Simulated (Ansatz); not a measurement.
C2H6InN (`C/C=[N]\[InH2]`). Charge 0, multiplicity 1. In: def2 effective core potential. The geometry is a stationary point of PBE0-D4/def2-TZVP.

```xyz
10

C    -1.304    0.839   -0.133
C    -0.886   -0.598   -0.239
N     0.255   -1.084   -0.091
In    2.161   -0.532    0.330
H    -2.071    0.954    0.639
H    -0.452    1.479    0.106
H    -1.752    1.172   -1.075
H    -1.724   -1.279   -0.479
H     3.165   -0.287   -1.037
H     2.609   -0.665    1.979
```

(1) What is the dipole moment at r2SCAN/def2-TZVPP? (Best estimate.)

(2) And with PBE, B3LYP, ωB97M-V? (Estimate.)

(3) Give the Mulliken charges with r2SCAN, B3LYP, ωB97M-V in def2-TZVPP. (Estimate.)

## Answers

(1) The calculation gave: 1.69 D, with components (-0.87, 1.45, 0.02) D in this frame, pointing from negative to positive charge.

(2) Computed: PBE 1.66 D, B3LYP 1.66 D, ωB97M-V 1.65 D.

(3) The calculation gave: 
| atom | r2SCAN | B3LYP | ωB97M-V |
| --- | --- | --- | --- |
| C1 | -0.05 | -0.16 | -0.23 |
| C2 | 0.06 | -0.04 | 0.00 |
| N3 | -0.42 | -0.35 | -0.40 |
| In4 | 0.51 | 0.52 | 0.46 |
| H5 | 0.05 | 0.08 | 0.10 |
| H6 | 0.03 | 0.06 | 0.07 |
| H7 | 0.05 | 0.08 | 0.10 |
| H8 | 0.03 | 0.07 | 0.08 |
| H9 | -0.13 | -0.14 | -0.09 |
| H10 | -0.13 | -0.14 | -0.09 |

B3LYP here is the variant with VWN-RPA as its local correlation; programs differ in this.
